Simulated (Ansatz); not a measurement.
Species: CoO (charge 0, quartet). The spin state was set by rule; other spins were not relaxed. SMILES: [O]=[Co]
Geometry from a B3LYP-D3(BJ)/def2-TZVP (Ansatz, a program for electronic structure) optimisation:
```xyz
2

Co     0.0000     0.0000    -0.3710
O      0.0000     0.0000     1.2521
```
Charge 0, spin multiplicity 4.

Parts of the frozen-core correlation energy in def2-SVP (Ansatz, hartree). Frozen orbitals: 10; correlated occupied orbitals by spin: 9 and 6; virtual: 26 and 29. Open shells are spin-unrestricted. No spin-orbit coupling. No relativistic terms.

```
term                             value
-------------------------  -----------
reference (HF)             -1455.92502
MP2 opposite-spin             -0.19644
MP2 same-spin                 -0.10147
CCSD correlation              -0.35094
(T)                           -0.02207
CCSDT minus CCSD(T)           -0.01205
T1 diagnostic                    0.120
largest doubles amplitude        0.162
<S^2> of the reference           4.698
```
